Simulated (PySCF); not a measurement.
## Which determinant of GaO lies lowest?

Unrestricted PBE0; basis Ga aug-pcseg-1, O aug-pcseg-1; no relativity; PySCF 2.14. Outer shells of the fragments: Ga 3d10 4s2 4p1; O 2s2 2p4.

Followed along the bond (rough minima from three points):

```csv
2Ms+1,unpaired,⟨S²⟩ at the start,R at minimum (Å),Te (eV)
2,σ ↑,0.77,1.73,0.00
2,π ↑,0.75,1.92,0.15
4,"σ ↑, π ↑↑",3.76,1.94,3.35
```

Solutions found at the starting distance of 1.805 Å, counted from the lowest of them; the search is not exhaustive and high or unbound solutions are not listed, so other states can lie among these:

```tsv
2Ms+1	unpaired	term	E (eV)	⟨S²⟩	⟨Lz²⟩	μ (D)
2	σ ↑	²Σ⁺	0.00	0.77	0.00	-4.10
2	π ↑	²Π	0.18	0.75	1.01	-1.61
4	σ ↑, π ↑↑	mixed	3.38	3.76	2.01	-1.32
4	σ ↑, π ↑↑	mixed	3.59	3.76	2.01	-1.22
2	σ ↑, π ↑↓	mixed	4.20	1.76	2.01	-0.75
4	σ ↑↑, π ↑	⁴Π	5.82	3.76	1.01	-0.82
```

A term symbol is given only where ⟨S²⟩ and ⟨Lz²⟩ are close to those of a pure state; real π, δ and φ orbitals otherwise mix terms. A positive dipole means Ga(−)O(+).

Spin–orbit coupling is left out. Counting both spins, an empty level lies below a filled one in some of these solutions, because spin and occupation are held.
